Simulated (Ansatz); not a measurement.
# Isomers

Structures of BH₃TeO, singlet, relaxed at PBE0-D4/def2-TZVP (vibrations not checked; lower isomers may exist, and structures with a doubtful reference or unclear bonds are left out). Computed with Ansatz 0.2.0 (basis: def2-TZVPP); correlated methods freeze the cores. Filled d shells of the heavier atoms are correlated. Core potentials replace the inner electrons of the atoms past krypton. The def2 sets are not built for correlating such inner shells, so the correlated values are less sure here. B3LYP uses VWN-RPA correlation.

**Question.** Rank them by CCSD(T) energy, lowest first, and give each one's height above the lowest. Links in brackets join atoms within 1.22 times the sum of their covalent radii (1.1 for two metals). (Judge from chemistry; the value comes from the calculation.)
A.
BH₃TeO ([O][Te]1[H][BH2]1)
```
6
angstrom
B -0.9223 0.0915 -0.5710
Te -0.5713 -0.5466 1.4376
O 1.1933 -0.6679 1.7412
H -2.0699 0.3717 -0.7567
H -0.0022 0.4469 -1.2370
H -0.9010 -1.2357 -0.4327
```
B.
BH₃TeO ([BH2][Te][OH])
```
6
angstrom
B -0.8087 0.5011 -0.7165
Te -0.5513 -0.9172 0.7796
O 1.2621 -0.4893 1.4118
H -1.8676 0.4877 -1.2672
H 0.0687 1.2586 -0.9879
H 1.8969 -0.8408 0.7802
```
C.
a complex of BHO ([B][OH]) + H₂Te
```
6
angstrom
B 0.6977 -2.0208 1.5847
Te -0.8647 1.5065 -0.6884
O 0.9780 -0.7929 1.3213
H -1.6477 0.2740 -1.4683
H 0.3078 1.5198 -1.8575
H 0.4566 -0.1743 0.7655
```
D.
BH₃TeO ([OH][BH][TeH])
```
6
angstrom
O -0.7893 1.0501 -0.3130
B 0.0110 0.4355 0.5775
Te 1.0166 -1.4556 0.2729
H -0.9052 0.5859 -1.1459
H 0.4205 -1.6820 -1.2618
H 0.1960 0.9614 1.6336
```

**Answer.** The calculation gives: D (0.00 kcal/mol), B (44.30 kcal/mol), C (62.29 kcal/mol), A (92.68 kcal/mol). Heights count from the lowest.

**Question.** Do PBE-D4, r2SCAN-D4, PBE0-D4, B3LYP-D4, wB97M-V, HF, MP2 give the same order? (Judge from chemistry; the calculation decides.)

**Answer.** Computed: All do.

The T1 diagnostic stays at or below 0.025. The restricted Hartree–Fock reference is unstable towards an unrestricted one at one or more of these structures.

For scale, one of the runs: CCSD(T)/def2-TZVPP, 154 basis functions, launched by `ansatz run in.yaml --threads 2 --pin off --events-out ev --progress --plain --max-ram 4352MiB`. Time: 44 s of wall clock on 2 CPU threads of an Arm Neoverse V2; the host was shared. Peak host memory: 1.2 GiB.
